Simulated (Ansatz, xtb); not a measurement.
# Isomers of C4H9NOS in order of energy

5 gas-phase structures of C4H9NOS, from a drawn sample of its isomers (lower ones may exist). Each was relaxed with GFN2-xTB; where two conformers were screened, the lower at r2SCAN-D4/def2-SVP is listed:

A. `C[C@H](S)CC(N)=O`, a singlet
B. `CS[C@H](C)C(N)=O`, a singlet
C. `CN(C)C(=O)CS`, a singlet
D. `N[C@@H]1CC[S@@](=O)C1`, a singlet
E. `NC(=O)CCCS`, a singlet

Which do you expect lowest at r2SCAN-D4/def2-SVP, and how would the others follow?

Calculated order at r2SCAN-D4/def2-SVP: A (0.0), E (0.8), B (2.2), C (13.4), D (50.1) kcal/mol. Less than 1 kcal/mol parts A and E, so the order within that pair means little.

Energies above the lowest of each column, in kcal/mol; the last columns are at B3LYP/def2-SVP geometries and were run for some of them only (a dash: not run or not comparable):

```json
{"structure": "A", "GFN2-xTB": "1.2", "HF/STO-3G": "3.2", "r2SCAN-D4/def2-SVP": "0.0", "B3LYP/def2-SVP": "0.3", "CCSD(T)/def2-SVP + ΔMP2/def2-TZVPP": "0.0"}
{"structure": "E", "GFN2-xTB": "3.1", "HF/STO-3G": "2.3", "r2SCAN-D4/def2-SVP": "0.8", "B3LYP/def2-SVP": "0.0", "CCSD(T)/def2-SVP + ΔMP2/def2-TZVPP": "0.3"}
{"structure": "B", "GFN2-xTB": "4.8", "HF/STO-3G": "0.0", "r2SCAN-D4/def2-SVP": "2.2", "B3LYP/def2-SVP": "1.7", "CCSD(T)/def2-SVP + ΔMP2/def2-TZVPP": "0.9"}
{"structure": "C", "GFN2-xTB": "0.0", "HF/STO-3G": "5.8", "r2SCAN-D4/def2-SVP": "13.4", "B3LYP/def2-SVP": "12.0", "CCSD(T)/def2-SVP + ΔMP2/def2-TZVPP": "–"}
{"structure": "D", "GFN2-xTB": "19.2", "HF/STO-3G": "85.4", "r2SCAN-D4/def2-SVP": "50.1", "B3LYP/def2-SVP": "–", "CCSD(T)/def2-SVP + ΔMP2/def2-TZVPP": "–"}
```

CCSD(T)/def2-SVP + ΔMP2/def2-TZVPP puts A lowest of those it was run on, with B and E within 1 kcal/mol; GFN2-xTB picks C. Some further structures that were screened fall inside this span and aren't listed. Flexible structures stand in one conformer each, not always the lowest. Frequencies (GFN2-xTB) were run for A, B, E alone. ΔMP2 is the change of the MP2 energy from the smaller to the larger basis.

Over these structures GFN2-xTB departs from r2SCAN-D4/def2-SVP by 11.6 kcal/mol on average once a common shift is removed. A GFN2-xTB relaxation took about 0.11 s and the r2SCAN-D4/def2-SVP energy about 2 s on a shared host (Ansatz 0.2.0, xtb 6.7.1).
